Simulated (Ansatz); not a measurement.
Relaxation of H4OSiTe (7 atoms, charge 0, multiplicity 1), to a largest force component of 0.015 eV/Å in at most 40 steps.

Computed with RKS B3LYP-D4/def2-SVP (Ansatz 0.2.0).

```xyz
7
Properties=species:S:1:pos:R:3
O -1.188 -0.546 -0.483
Si -0.105 0.525 0.091
Te 1.521 -0.799 1.395
H -1.921 -0.271 -1.026
H 0.473 1.264 -1.028
H -0.750 1.472 0.992
H 1.971 -1.645 0.059
```

**Question.** Where does it end, and by what steps?

**Answer.** The run converged. After 27 steps the energy has fallen by 0.179 eV; H4 moved furthest, 0.71 Å.

```json
{"step": "0", "energy less start (eV)": "0.0000", "largest force component (eV/Å)": "1.174", "accepted": "yes"}
{"step": "1", "energy less start (eV)": "-0.0503", "largest force component (eV/Å)": "0.533", "accepted": "yes"}
{"step": "2", "energy less start (eV)": "-0.0892", "largest force component (eV/Å)": "0.231", "accepted": "yes"}
{"step": "3", "energy less start (eV)": "-0.0959", "largest force component (eV/Å)": "0.297", "accepted": "yes"}
{"step": "4", "energy less start (eV)": "-0.1031", "largest force component (eV/Å)": "0.148", "accepted": "yes"}
{"step": "5", "energy less start (eV)": "-0.1045", "largest force component (eV/Å)": "0.161", "accepted": "yes"}
{"step": "6", "energy less start (eV)": "-0.1062", "largest force component (eV/Å)": "0.180", "accepted": "yes"}
{"step": "7", "energy less start (eV)": "-0.1056", "largest force component (eV/Å)": "0.396", "accepted": "no"}
{"step": "8", "energy less start (eV)": "-0.1072", "largest force component (eV/Å)": "0.050", "accepted": "yes"}
{"step": "9", "energy less start (eV)": "-0.1074", "largest force component (eV/Å)": "0.043", "accepted": "yes"}
{"step": "10", "energy less start (eV)": "-0.1076", "largest force component (eV/Å)": "0.368", "accepted": "yes"}
{"step": "11", "energy less start (eV)": "-0.0936", "largest force component (eV/Å)": "1.334", "accepted": "no"}
{"step": "12", "energy less start (eV)": "-0.1113", "largest force component (eV/Å)": "0.155", "accepted": "yes"}
{"step": "13", "energy less start (eV)": "-0.1176", "largest force component (eV/Å)": "0.170", "accepted": "yes"}
{"step": "14", "energy less start (eV)": "-0.0826", "largest force component (eV/Å)": "1.950", "accepted": "no"}
{"step": "15", "energy less start (eV)": "-0.1255", "largest force component (eV/Å)": "0.221", "accepted": "yes"}
{"step": "16", "energy less start (eV)": "-0.1336", "largest force component (eV/Å)": "0.466", "accepted": "yes"}
{"step": "17", "energy less start (eV)": "-0.1251", "largest force component (eV/Å)": "1.155", "accepted": "no"}
{"step": "18", "energy less start (eV)": "-0.1420", "largest force component (eV/Å)": "0.306", "accepted": "yes"}
{"step": "19", "energy less start (eV)": "-0.1508", "largest force component (eV/Å)": "0.241", "accepted": "yes"}
{"step": "20", "energy less start (eV)": "-0.1620", "largest force component (eV/Å)": "0.165", "accepted": "yes"}
{"step": "21", "energy less start (eV)": "-0.1721", "largest force component (eV/Å)": "0.104", "accepted": "yes"}
{"step": "22", "energy less start (eV)": "-0.0491", "largest force component (eV/Å)": "2.634", "accepted": "no"}
{"step": "23", "energy less start (eV)": "-0.1780", "largest force component (eV/Å)": "0.035", "accepted": "yes"}
{"step": "24", "energy less start (eV)": "-0.1789", "largest force component (eV/Å)": "0.029", "accepted": "yes"}
{"step": "25", "energy less start (eV)": "-0.1784", "largest force component (eV/Å)": "0.058", "accepted": "no"}
{"step": "26", "energy less start (eV)": "-0.1790", "largest force component (eV/Å)": "0.017", "accepted": "yes"}
{"step": "27", "energy less start (eV)": "-0.1790", "largest force component (eV/Å)": "0.014", "accepted": "yes"}
```

```xyz
7
Properties=species:S:1:pos:R:3
O -1.635 -0.067 -0.455
Si -0.214 0.589 0.111
Te 1.271 -1.096 1.283
H -1.575 -0.887 -0.961
H 0.610 1.190 -0.975
H -0.615 1.606 1.112
H 2.158 -1.335 -0.115
```

Run time: 67 s on 1 thread of Intel(R) Xeon(R) 6975P-C (Granite Rapids) (shared host), peak memory 0.18 GiB.
